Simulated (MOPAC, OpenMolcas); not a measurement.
## How methods differ on GeN2H4 (SMILES [NH2][Ge][NH2])

The species is GeN2H4 (7 atoms), meant as a singlet with charge 0. As SMILES, `[NH2][Ge][NH2]`. The coordinates come from a PBE0-D4/def2-TZVP relaxation. This is one conformer, not always the lowest.

| atom | x (Å) | y (Å) | z (Å) |
| --- | --- | --- | --- |
| N | -1.1797 | 0.0921 | -0.6839 |
| Ge | -0.0697 | -1.2376 | -0.1025 |
| N | 1.1947 | -0.1650 | 0.6650 |
| H | -2.0299 | -0.1240 | -1.1764 |
| H | -1.0478 | 1.0847 | -0.5666 |
| H | 1.1916 | 0.8425 | 0.7022 |
| H | 2.0020 | -0.5607 | 1.1165 |

Each level gives the dipole moment (D). The values are calculated.

| level | kind | program | value (D) | CPU time |
| --- | --- | --- | --- | --- |
| PM3 | semi-empirical | MOPAC | 1.15 | under 2 s |
| HF/def2-SVPD | Hartree–Fock | OpenMolcas | 1.45 | 13 s |
| SVWN5/def2-SVPD | LDA | OpenMolcas | 1.60 | 22 s |
| PBE/def2-SVPD | GGA | OpenMolcas | 1.54 | 31 s |
| revPBE/def2-SVPD | GGA | OpenMolcas | 1.53 | 31 s |
| M06-L/def2-SVPD | meta-GGA | OpenMolcas | 1.46 | 39 s |
| M06-2X/def2-SVPD | hybrid meta-GGA | OpenMolcas | 1.49 | 36 s |
| PBE0/def2-SVPD | global hybrid | OpenMolcas | 1.50 | 30 s |

All-electron rows without a relativistic Hamiltonian named are non-relativistic. The values span 1.15 to 1.60 D. Magnitudes only. Times are those of the runs behind each value, whatever else they computed, on shared processors of several kinds: orders of magnitude only.
